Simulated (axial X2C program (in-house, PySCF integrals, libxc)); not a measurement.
# Worked dissociation energy of CoGa: PBE0, spin-free

Computed with an axial X2C code built on PySCF integrals. Spin-free means the one-electron spin-free X2C Hamiltonian. Basis: Ga dyall-cv3z [9s9p7d4f1g], Co dyall-cv3z [9s10p6d3f2g] (cores contracted in-house); Gaussian nuclei, density fitting, unrestricted open shells. Masses: Ga 68.926 u, Co 58.933 u.

Molecular state: M_S = 1, Λ = 2 (beyond evenly filled blocks: σα, δ+α, δ+β, δ-α).

* E(Ga) (2M_S = 1, M_L = 0): -1943.633169 hartree
* E(Co) (2M_S = 3, M_L = 2): -1393.041804 hartree
* E(CoGa) at Re: -3336.737704 hartree
* ωe: 218.1 cm⁻¹
* ωexe: 0.738 cm⁻¹

Task: Work out De and D0.

Result: De = -1943.633169 + (-1393.041804) − (-3336.737704) = 0.06273 hartree = 1.707 eV. The zero-point energy is ωe/2 − ωexe/4 = 109 cm⁻¹ = 0.013 eV, so D0 = 1.694 eV.

The state is one determinant whose occupation by symmetry is held fixed; it was picked as the lowest of a PBE0 search that is not exhaustive. Dissociation energies refer to the lowest single-determinant-based atoms at the same level and basis. The functionals have no current-density term, which raises determinants with orbital currents, atoms included. The determinant is spin-polarised beyond a pure state at some levels (its spin-free form has ⟨S²⟩ too high), which makes Re and μ there less reliable. Spin-free De lacks the spin–orbit lowering of the heavy p-block atom, a tenth of an eV or more for 4p and 5p, up to an eV for 6p and one to two eV for 7p atoms, less what an open-shell molecule gains itself.

Each atomic determinant is the lowest at this level and need not be a pure term. Totals compare only within one Hamiltonian and basis.
